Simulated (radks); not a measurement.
Neutral hydrogen inside a hard spherical wall (all orbitals vanish at R), configuration held at 1s1 and not refilled when levels cross. Calculated with a radial shooting solver on a logarithmic mesh with Libxc functionals: scalar-relativistic Kohn-Sham, LDA (Slater exchange, Perdew-Wang correlation), spin-polarised, spherical densities, finite nucleus; open shells are filled with parallel spins first; Gaussian nuclear charge, rms radius 0.8783 fm. Eigenvalues in eV for spin up, with the zero of energy where the potential of the charges vanishes at infinity; a dash marks a level that is unbound or too diffuse for the functional's potential to be trusted. A positive occupied level is held by the wall or, in an anion where self-interaction has pushed it up, behind a barrier. The pressure on the wall is -dE/dV.

R (bohr)  E (hartree)  kinetic (hartree)   e(1s)  e(2s, empty)  e(2p, empty)  pressure (GPa)
free         -0.47872              0.467  -7.320             -             -               0
20           -0.47872              0.467  -7.320         0.175         0.437        < 0.0001
15           -0.47872              0.467  -7.320         0.369         0.650        < 0.0001
10           -0.47871              0.467  -7.320         1.178         1.266        0.000145
8            -0.47864              0.467  -7.310         2.317         1.980         0.00406
7            -0.47839              0.470  -7.282         3.484         2.657          0.0219
6            -0.47739              0.476  -7.193         5.559         3.807           0.121
3.5          -0.43592              0.632  -5.048        25.605        14.305            11.5
3            -0.39171              0.754  -3.218        38.132        20.772            32.6
2.5          -0.29683              0.971   0.336        59.891        31.975             103
